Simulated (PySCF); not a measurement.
Compound: C₆H₁₂O₂.
SMILES with atom numbers: `[CH3:1][CH:2]([CH3:3])[O:4][C@@H:5]1[CH2:6][C@@H:7]1[OH:8]` (hydrogens: H9, H10, H11 on C1; H12 on C2; H13, H14, H15 on C3; H16 on C5; H17, H18 on C6; H19 on C7; H20 on O8)

Structure used (PBE0-D3(BJ)/def2-SVP), in Å, numbered top down from 1:
```
atom  x, y, z in Å
C1    -1.852   -0.499    0.062
C2    -0.969    0.490   -0.680
C3    -1.486    1.911   -0.595
O4     0.356    0.521   -0.172
C5     1.140   -0.597   -0.390
C6     1.228   -1.661    0.679
C7     2.323   -0.639    0.523
O8     2.443    0.383    1.441
H9    -2.874   -0.476   -0.345
H10   -1.900   -0.241    1.132
H11   -1.474   -1.527   -0.029
H12   -0.918    0.190   -1.747
H13   -0.822    2.594   -1.142
H14   -1.526    2.237    0.456
H15   -2.498    1.985   -1.019
H16    1.247   -0.887   -1.445
H17    0.587   -1.530    1.554
H18    1.410   -2.696    0.375
H19    3.285   -0.970    0.116
H20    1.730    1.005    1.235
```

Linear response at CAM-B3LYP/def2-SVPD (PySCF, frozen core in the response, non-relativistic).

Static isotropic polarisability: 79.97 au (11.85 Å³), principal values 71.3, 78.6, 90.0 au.

Task: What is the polarisability at 1064 nm and at the sodium D line?

Result: 80.48 au at 1064 nm (+0.6 %), 81.67 au at 589.3 nm (+2.1 %). The rise at 589.3 nm is 3.33 times that at 1064 nm; a pure ω² law gives 3.26. The lowest singlet lies at 179 nm, shorter than both wavelengths.

Task: What is the isotropic C6 coefficient between two such molecules, C6 = (3/π)∫α(iω)² dω?

Result: 2949 au (Eh·bohr⁶) by a ten-point quadrature over imaginary frequencies, which is 1760 eV·Å⁶ or 170 J·nm⁶/mol.

Task: Which effective excitation energy ω̄ makes London's formula C6 = (3/4)α²ω̄ exact here?

Result: ω̄ = 4·C6/(3α²) = 0.615 Eh = 16.7 eV. A one-pole form α(ω) = α/(1 − ω²/ω̄²) fitted to the 1064 nm value gives 14.6 eV.

Task: How anisotropic is the static polarisability, by Δα² = ½[(α1 − α2)² + (α2 − α3)² + (α3 − α1)²]?

Result: Δα = 16.4 au, or 0.20 of the isotropic value.

Task: What molar refraction at the D line follows from R = (4π/3)·N_A·α′, with α′ the polarisability volume?

Result: α′ = 12.10 Å³ gives R = 30.53 cm³/mol, for isolated, non-vibrating species.

Task: The lowest 6 singlets have (eV, f): 6.91, 0.005; 7.15, 0.008; 7.38, 0.006; 7.57, 0.004; 7.69, 0.005; 7.80, 0.030. What share of the static polarisability do they carry in the sum over states α = Σ f/ω²?

Result: 0.75 au, 0.9 % of α; the largest term, 0.36 au, is that of the state at 7.80 eV. Their oscillator strengths add up to 0.06. Higher states carry the rest.

Task: What three-body coefficient follows from the one-pole estimate C9 = (3/4)·α·C6?

Result: 177000 au. This is an estimate from the two numbers above, not a computed integral.

Task: How many electrons N does the Slater–Kirkwood formula C6 = (3/4)·√N·α^(3/2) need to give this C6?

Result: N = (4·C6/3)²/α³ = 30.2; the species has 64 electrons in all.

Task: What n − 1 at the D line would an ideal gas of it have at 273.15 K and 1 atm (2.6868 × 10¹⁹ cm⁻³), by n − 1 = 2π·N·α′?

Result: 20.43 × 10⁻⁴, a formal value whether or not that pressure can be reached.

One conformer stands for the species.
